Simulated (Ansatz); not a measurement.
`O[SiH](F)N[SiH3]` + `[OH][GeH3]` → `O[SiH](F)[O][GeH3]` + `N[SiH3]`  (ligand exchange at the Si–N bond)

Program: Ansatz. Geometries: PBE0-D4/def2-TZVP. ΔE: electronic, gas phase. CCSD(T)/CBS is the MP2 limit (def2-TZVPP, def2-QZVPP) plus CCSD(T) − MP2 in def2-TZVPP, frozen cores. This one scheme is used for every species. DFT in def2-TZVPP. B3LYP here is the variant with VWN-RPA as its local correlation; programs differ in this. For Ge outer-core shells are correlated without core-valence functions, which leaves a few kJ/mol of doubt a bond. Scalar relativity is left out up to krypton. One conformer a species, not always the lowest.

`O[SiH](F)N[SiH3]`:

Cartesian coordinates in Å:
```
O 1.745 1.276 1.392
Si 0.321 1.177 0.609
F 0.437 1.712 -0.892
N -0.233 -0.425 0.425
Si -0.834 -1.202 -1.007
H 2.462 0.708 1.103
H -0.576 2.079 1.349
H -0.265 -0.988 1.263
H 0.249 -1.512 -1.976
H -1.466 -2.476 -0.575
H -1.839 -0.352 -1.692
```

`[OH][GeH3]`:

Z-matrix (Å, degrees):
```
Ge
O 1 1.783
H 1 1.531 2 104.3
H 1 1.541 2 109.9 3 119.6
H 1 1.541 2 109.9 3 -119.6
H 2 0.959 1 112.7 3 180.0
```

`O[SiH](F)[O][GeH3]`:

Cartesian coordinates in Å:
```
O -1.670 -0.404 -0.701
Si -0.149 -0.360 -1.293
F -0.005 0.951 -2.191
O 0.868 -0.324 -0.052
Ge 0.798 0.333 1.607
H -2.397 -0.180 -1.283
H 0.167 -1.500 -2.168
H 0.033 -0.674 2.474
H 0.095 1.697 1.565
H 2.262 0.462 2.041
```

`N[SiH3]`:

```xyz
7

N    -0.473    0.868    0.402
Si    0.332   -0.467   -0.327
H    -0.140    1.231    1.280
H    -1.477    0.933    0.348
H     1.787   -0.170   -0.340
H     0.154   -1.787    0.350
H    -0.183   -0.608   -1.713
```

```json
{"level": "PBE-D4", "ΔE (kJ/mol)": "-49.8", "difference from CCSD(T)/CBS": "6.9"}
{"level": "r2SCAN-D4", "ΔE (kJ/mol)": "-56.3", "difference from CCSD(T)/CBS": "0.4"}
{"level": "ωB97X-V", "ΔE (kJ/mol)": "-56.8", "difference from CCSD(T)/CBS": "-0.1"}
{"level": "ωB97M-V", "ΔE (kJ/mol)": "-56.3", "difference from CCSD(T)/CBS": "0.4"}
{"level": "PBE", "ΔE (kJ/mol)": "-50.7", "difference from CCSD(T)/CBS": "6.0"}
{"level": "B3LYP", "ΔE (kJ/mol)": "-59.1", "difference from CCSD(T)/CBS": "-2.4"}
{"level": "HF/def2-TZVPP", "ΔE (kJ/mol)": "-69.1", "difference from CCSD(T)/CBS": "-12.4"}
{"level": "MP2/def2-TZVPP", "ΔE (kJ/mol)": "-56.8", "difference from CCSD(T)/CBS": "-0.1"}
{"level": "SCS-MP2/def2-TZVPP", "ΔE (kJ/mol)": "-58.8", "difference from CCSD(T)/CBS": "-2.1"}
{"level": "CCSD/def2-TZVPP", "ΔE (kJ/mol)": "-59.1", "difference from CCSD(T)/CBS": "-2.4"}
{"level": "CCSD(T)/def2-TZVPP", "ΔE (kJ/mol)": "-57.3", "difference from CCSD(T)/CBS": "-0.6"}
{"level": "MP2/def2-QZVPP", "ΔE (kJ/mol)": "-56.8", "difference from CCSD(T)/CBS": "-0.1"}
{"level": "SCS-MP2/def2-QZVPP", "ΔE (kJ/mol)": "-58.7", "difference from CCSD(T)/CBS": "-2.0"}
{"level": "HF/CBS(def2)", "ΔE (kJ/mol)": "-70.1", "difference from CCSD(T)/CBS": "-13.4"}
{"level": "MP2/CBS(def2)", "ΔE (kJ/mol)": "-56.2", "difference from CCSD(T)/CBS": "0.5"}
{"level": "CCSD/CBS(def2)", "ΔE (kJ/mol)": "-58.5", "difference from CCSD(T)/CBS": "-1.8"}
{"level": "CCSD(T)/CBS", "ΔE (kJ/mol)": "-56.7", "difference from CCSD(T)/CBS": "0"}
```

Largest T1 diagnostic among the species: 0.012.

From PBE to PBE0 (25 % exact exchange), in def2-TZVPP and without D4, ΔE moves by −3.1 kJ/mol. In def2-TZVPP, CCSD(T) changes the Hartree–Fock value by +11.8 kJ/mol (the triples alone add +1.8 kJ/mol) and MP2 by +12.2 kJ/mol.
